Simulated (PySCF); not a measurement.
**Nuclear quadrupole coupling in `[H]/N=C\[C@@H]1CCN([SiH3])C1`**

Compound: C5H12N2Si.
Geometry (PBE0-D3(BJ)/def2-SVP, Å), atoms numbered from 1 in this order:
```xyz
20
C5H12N2Si angstrom
N     -2.6681    2.3346    1.1336
C     -1.6647    1.5636    1.0933
C     -0.9033    1.0886   -0.1115
C     -0.8333   -0.4545   -0.1823
C      0.5824   -0.7857    0.2811
N      1.3558    0.3206   -0.2381
Si     3.0607    0.2863   -0.5479
C      0.5845    1.5312   -0.0506
H     -2.9224    2.6257    0.1811
H     -1.2847    1.1800    2.0602
H     -1.3925    1.4959   -1.0106
H     -0.9646   -0.7799   -1.2244
H     -1.6132   -0.9414    0.4227
H      0.6208   -0.8502    1.3899
H      0.9492   -1.7472   -0.1119
H      3.9356    0.4947    0.6563
H      3.3917   -1.0531   -1.1216
H      3.3688    1.3788   -1.5200
H      0.8235    2.2770   -0.8257
H      0.7822    2.0151    0.9294
```

Field gradients from the PBE0/pcSseg-1 density (PySCF, non-relativistic), principal values in atomic units, ordered |Vxx| ≤ |Vyy| ≤ |Vzz|:

| atom | Vxx | Vyy | Vzz |
| --- | --- | --- | --- |
| N1 | 0.2982 | 0.6971 | -0.9952 |
| N6 | 0.3818 | 0.7745 | -1.1563 |

Question: Find the asymmetry η = (Vxx − Vyy)/Vzz and the couplings χ = eQV/h (234.96 MHz × Q in barn × V in au), with Q(14N) = 0.02044 b.

Answer: 
```csv
atom,environment,nucleus,η,χzz (MHz),χxx (MHz),χyy (MHz)
N1,imine nitrogen,14N,0.40,-4.780,1.432,3.348
N6,silicon-bound nitrogen,14N,0.34,-5.55,1.83,3.72
```

Question: What is Vzz at N6 in SI units (1 au = 9.71736 × 10²¹ V/m²)?

Answer: -1.1563 au = -11.236 × 10²¹ V/m².

Question: And the gradient at the other heavy atoms, for which no coupling is worked out here?

Answer: 
| atom | environment | Vzz (au) | η |
| --- | --- | --- | --- |
| C2 | imine carbon | 0.427 | 0.29 |
| C3 | sp3 CH carbon | 0.066 | 0.71 |
| C4 | ring CH2 carbon | 0.090 | 0.65 |
| C5 | sp3 carbon bound to nitrogen | 0.224 | 0.21 |
| Si7 | SiH3 silicon | 0.248 | 0.01 |
| C8 | sp3 carbon bound to nitrogen | 0.216 | 0.44 |

Question: What couplings would deuterons (Q(2H) = 0.00286 b) have in place of the hydrogens, at this geometry?

Answer: 
```csv
atom,bonded to,bond length (Å),Vzz (au),η,χzz (kHz)
H9,N1,1.028,0.3636,0.02,244
H10,C2,1.107,0.2745,0.04,184
H11,C3,1.102,0.2845,0.03,191
H12,C4,1.100,0.2896,0.02,195
H13,C4,1.101,0.2885,0.02,194
H14,C5,1.111,0.2674,0.03,180
H15,C5,1.102,0.2835,0.05,191
H16,Si7,1.503,0.1329,0.02,89
H17,Si7,1.494,0.1391,0.05,93
H18,Si7,1.495,0.1388,0.05,93
H19,C8,1.102,0.2825,0.05,190
H20,C8,1.111,0.2661,0.04,179
```

The structure is a single PBE0-D3(BJ)/def2-SVP conformer in the gas phase; no vibrational or solvent corrections. With a basis this small, the couplings can be 20 % off.
